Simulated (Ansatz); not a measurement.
Basis-set extrapolation for `CO[SiH](F)C#N` (PBE0-D4/def2-TZVP geometry, frozen core, Ansatz 0.2.0). Multiplicity 1, RHF reference.

|  | def2-TZVPP | def2-QZVPP |
| --- | --- | --- |
| HF | -596.009597 | -596.033240 |
| MP2 correlation | -1.102588 | -1.188679 |
| CCSD(T) correlation | -1.170365 | not run |

Energies in hartree. Use E(X) = E(∞) + A·exp(−7.88·√X) for Hartree–Fock and E(X) = E(∞) + B·X^(−2.97) for correlation, with X = 3 and 4, and add CCSD(T) minus MP2 of the smaller set to the MP2 limit.

Question: What is the CCSD(T) energy at the basis-set limit?

Answer: HF limit: -596.033240 + (-0.023643) × 0.13774 = -596.03650. MP2 limit: -1.188679 + (-0.086091) × 0.74074 = -1.25245. Higher-order term: -1.170365 − (-1.102588) = -0.06778. Total: -597.35673 hartree, 4.81 eV below CCSD(T)/def2-TZVPP.
